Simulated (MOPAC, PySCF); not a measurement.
C10H9B, SMILES `Bc1cccc2ccccc12` (H–B–C–C torsion 180°), neutral singlet in the gas phase. 

Cartesian coordinates (Å):
```xyz
20

B      2.8365    -0.3878     0.2794
C      1.3505    -0.7174     0.0543
C      1.0212    -2.0516    -0.1826
C     -0.3026    -2.4761    -0.4028
C     -1.3217    -1.5519    -0.3871
C     -1.0634    -0.1769    -0.1526
C     -2.1182     0.7715    -0.1372
C     -1.8626     2.1026     0.0903
C     -0.5365     2.5337     0.3117
C      0.5057     1.6341     0.3022
C      0.2830     0.2532     0.0713
H      3.2469     0.7284     0.4932
H      3.6392    -1.2926     0.2416
H      1.8255    -2.7917    -0.1966
H     -0.5173    -3.5315    -0.5845
H     -2.3554    -1.8664    -0.5567
H     -3.1398     0.4229    -0.3102
H     -2.6801     2.8271     0.1002
H     -0.3363     3.5926     0.4923
H      1.5254     1.9792     0.4747
```
Charge 0, spin multiplicity 1.

All levels are single points at this geometry (PBE0-D3(BJ)/def2-SVP); Pople sets use spherical d functions. Orbital energies aren't observables, and empty levels follow the basis.

| level | HOMO (eV) | LUMO (eV) | gap (eV) | dipole (D) | vertical IE, Delta-SCF (eV) |
|---|---|---|---|---|---|
| PBE-D3(BJ)/def2-TZVP in PySCF | -5.80 | -3.03 | 2.76 | 2.01 | 8.14 |
| PBE0-D3(BJ)/def2-TZVP in PySCF | -6.61 | -2.21 | 4.39 | 1.84 | 8.19 |
| B3LYP/6-31G* in PySCF | -6.10 | -2.01 | 4.10 | 1.91 | 7.93 |
| PBE/6-31G* in PySCF | -5.50 | -2.72 | 2.79 | 2.06 | 7.93 |
| HF/STO-3G in PySCF | -6.27 | 4.46 | 10.73 | 1.19 | – |
| AM1 in MOPAC | -8.80 | -0.64 | 8.15 | 0.91 | – |
| PM3 in MOPAC | -9.03 | -1.14 | 7.89 | 1.82 | – |
| PM6 in MOPAC | -8.90 | -1.05 | 7.85 | 1.01 | – |
| PM7 in MOPAC | -8.95 | -1.22 | 7.72 | 0.81 | – |
